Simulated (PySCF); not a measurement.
Ge(OMe)(SiH3) (CH6GeOSi), SMILES C[O][Ge][SiH3] (connectivity only; charge and spin as stated), neutral, multiplicity 1.

Coordinates come from a PBE-D3(BJ)/def2-SVP optimisation. The structure was generated by enumeration; whether it is a known compound was not checked. Other conformers were not sampled.

All values below come from PBE-D3(BJ)/def2-SVP (PySCF).

Frequencies are harmonic and unscaled.

Question: List the normal modes with their intensities. (The exact figures need the calculation; the answer reports its results.)

Answer: 
| mode | ν (cm⁻¹) | IR (km/mol) | moving atoms (share of kinetic energy) |
|---|---|---|---|
| 1 | 88 | 0.1 | H 99 % |
| 2 | 98 | 0.3 | H 97 % |
| 3 | 137 | 2.1 | Si 30 %, C 29 %, H 24 %, Ge 11 % |
| 4 | 159 | 14.9 | O 59 %, H 24 %, C 11 % |
| 5 | 259 | 1.6 | Si 37 %, O 19 %, H 18 %, C 15 %, Ge 11 % |
| 6 | 285 | 21.3 | Si 27 %, Ge 25 %, H 23 %, O 13 %, C 12 % |
| 7 | 323 | 7.2 | H 85 %, Si 10 % |
| 8 | 420 | 25.9 | H 72 %, Si 12 % |
| 9 | 562 | 62.1 | O 55 %, Ge 21 %, C 16 % |
| 10 | 805 | 189.6 | H 90 %, Si 9 % |
| 11 | 892 | 27.2 | H 98 % |
| 12 | 905 | 24.5 | H 98 % |
| 13 | 1084 | 135.4 | O 49 %, C 41 %, H 9 % |
| 14 | 1120 | 1.4 | H 76 %, C 19 % |
| 15 | 1135 | 4.3 | H 67 %, C 21 %, O 11 % |
| 16 | 1402 | 1.1 | H 97 % |
| 17 | 1405 | 7.5 | H 89 %, C 9 % |
| 18 | 1415 | 15.9 | H 95 % |
| 19 | 2102 | 64.7 | H 98 % |
| 20 | 2118 | 94.8 | H 96 % |
| 21 | 2133 | 105.7 | H 96 % |
| 22 | 2917 | 48.4 | H 97 % |
| 23 | 3004 | 28.5 | H 91 %, C 9 % |
| 24 | 3020 | 19.4 | H 90 %, C 10 % |
